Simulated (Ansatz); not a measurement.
BH2 (SMILES [BH2]) moved off its minimum; all values from Ansatz (a first-principles code), cores frozen in correlated methods. Open shells are unrestricted.
(charge 0, multiplicity 2)
```xyz
3

B     -0.1057     0.2720     0.0088
H     -1.0327    -0.3937    -0.1351
H      0.9599    -0.3577    -0.0227
```

### Question
Give the forces (eV/Å), the total energy and the dipole at CCSD(T)/aug-cc-pVTZ.

### Answer

| atom | Fx | Fy | Fz |
|---|---|---|---|
| B1 | 1.796 | -0.782 | -0.014 |
| H2 | -1.362 | -0.174 | -0.098 |
| H3 | -0.434 | 0.956 | 0.112 |
Energy -25.8590 hartree, dipole 0.36 D.
